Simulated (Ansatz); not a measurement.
`C[Si](F)(F)[SnH3]` → `C[Si](F)F`• + `[SnH3]`•  (homolysis of the Si–Sn bond)

Calculated with Ansatz (gas phase, PBE0-D4/def2-TZVP geometries, no zero-point term in ΔE). CCSD(T)/CBS adds triple-zeta CCSD(T) − MP2 to the extrapolated MP2 energy (def2 sets, frozen cores). Functionals use def2-TZVPP. B3LYP here is the variant with VWN-RPA as its local correlation; programs differ in this. No spin–orbit coupling; open shells (•) take unrestricted orbitals. Elements past krypton have def2 core potentials. For Sn outer-core shells are correlated without core-valence functions, which leaves a few kJ/mol of doubt a bond.

```json
{"level": "B3LYP-D4", "ΔE (kJ/mol)": "280.9", "difference from CCSD(T)/CBS": "-26.0"}
{"level": "PBE", "ΔE (kJ/mol)": "273.2", "difference from CCSD(T)/CBS": "-33.7"}
{"level": "r2SCAN", "ΔE (kJ/mol)": "271.2", "difference from CCSD(T)/CBS": "-35.7"}
{"level": "PBE0", "ΔE (kJ/mol)": "278.2", "difference from CCSD(T)/CBS": "-28.7"}
{"level": "B3LYP", "ΔE (kJ/mol)": "266.0", "difference from CCSD(T)/CBS": "-40.9"}
{"level": "HF/def2-TZVPP", "ΔE (kJ/mol)": "203.2", "difference from CCSD(T)/CBS": "-103.7"}
{"level": "MP2/def2-TZVPP", "ΔE (kJ/mol)": "294.5", "difference from CCSD(T)/CBS": "-12.4"}
{"level": "SCS-MP2/def2-TZVPP", "ΔE (kJ/mol)": "293.5", "difference from CCSD(T)/CBS": "-13.4"}
{"level": "CCSD/def2-TZVPP", "ΔE (kJ/mol)": "285.6", "difference from CCSD(T)/CBS": "-21.3"}
{"level": "MP2/def2-QZVPP", "ΔE (kJ/mol)": "302.6", "difference from CCSD(T)/CBS": "-4.3"}
{"level": "CCSD(T)/CBS", "ΔE (kJ/mol)": "306.9", "difference from CCSD(T)/CBS": "0"}
```

Largest T1 diagnostic among the species: 0.015.

The D4 term adds +14.8 kJ/mol with B3LYP and +8.3 kJ/mol with PBE0; it sums over pairs of atoms, weighted by their polarisabilities, and B3LYP, whose exchange is more repulsive, gets the larger term. In def2-TZVPP, CCSD(T) changes the Hartree–Fock value by +88.8 kJ/mol (the triples alone add +6.3 kJ/mol) and MP2 by +91.3 kJ/mol; breaking electron pairs costs correlation energy, which Hartree–Fock lacks. From PBE to PBE0 (25 % exact exchange), in def2-TZVPP and without D4, ΔE moves by +5.1 kJ/mol.
